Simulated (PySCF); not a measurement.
## Shapes and spin states of RuO₃

Level of theory: PBE0 in PySCF with Ru def2-SVP with ECP28, O def2-SVP; scalar-relativistic core potentials, no spin–orbit coupling; density-fitted integrals.

Relaxations began from a few typed shapes and spin states; open shells are unrestricted. The search is not exhaustive: other isomers or separated fragments can lie lower, and high-lying points may rest on an excited occupation.

Question: Which is the lowest minimum found?
A. singlet D3h: Ru–O 1.661 Å (×3); O–Ru–O 120.0° (×3)
B. triplet Cs: O–O 1.374 Å, Ru–O 1.639 Å, Ru–O 1.893 Å (×2); O–O–Ru 68.7° (×2), O–Ru–O 42.5°, O–Ru–O 140.7° (×2)
C. triplet C2v: Ru–O 1.675 Å, Ru–O 1.696 Å (×2); O–Ru–O 110.7°, O–Ru–O 124.7° (×2)
D. triplet C2v: O–O 1.350 Å, Ru–O 1.648 Å, Ru–O 1.913 Å (×2); O–O–Ru 69.4° (×2), O–Ru–O 41.3°, O–Ru–O 159.4° (×2)
E. triplet C2v: Ru–O 1.675 Å, Ru–O 1.696 Å (×2); O–Ru–O 110.7°, O–Ru–O 124.7° (×2)

Answer: A. The others lie at 48.9 (triplet C2v), 49.2 (triplet C2v), 199.5 (triplet Cs), 215.7 (triplet C2v, a saddle point) kJ/mol above it.

Formally Ru is in oxidation state +6, d2, with 0 unpaired electrons (the high-spin count would be 2). The polar-tensor charge on Ru, 1.46, is far below the formal one.
